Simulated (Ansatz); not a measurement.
`O[SiH2][GaH][OH]` + H₂ → `[OH][GaH2]` + `O[SiH3]`  (hydrogenolysis of a Ga–Si bond)

Gas-phase electronic energies from Ansatz, PBE0-D4/def2-TZVP geometries. CCSD(T)/CBS adds triple-zeta CCSD(T) − MP2 to the extrapolated MP2 energy (def2 sets, frozen cores). This one scheme is used for every species. Functionals use def2-TZVPP. For Ga outer-core shells are correlated without core-valence functions, which leaves a few kJ/mol of doubt a bond. Scalar relativity is left out up to krypton. Each species was taken in one conformer, which may not be the lowest.

```
           species  BLYP-D4 energy (Eh)
`O[SiH2][GaH][OH]`          -2368.00374
                H₂             -1.16977
      `[OH][GaH2]`          -2001.98861
         `O[SiH3]`           -367.18220
```

Work out ΔE.

ΔE = (-2001.98861) + (-367.18220) − (-2368.00374) − (-1.16977) = 0.00270 Eh = +7.1 kJ/mol. CCSD(T)/CBS gives -2.3 kJ/mol.

Largest T1 diagnostic among the species: 0.015.

The D4 term adds +10.9 kJ/mol with B3LYP and +5.9 kJ/mol with PBE0; it sums over pairs of atoms, weighted by their polarisabilities, and B3LYP, whose exchange is more repulsive, gets the larger term. At CCSD(T), def2-SVP lies −13.4 kJ/mol from the extrapolated value and def2-TZVPP −5.3 kJ/mol. From PBE to PBE0 (25 % exact exchange), in def2-TZVPP and without D4, ΔE moves by −8.3 kJ/mol.

B3LYP here is the variant with VWN-RPA as its local correlation; programs differ in this.
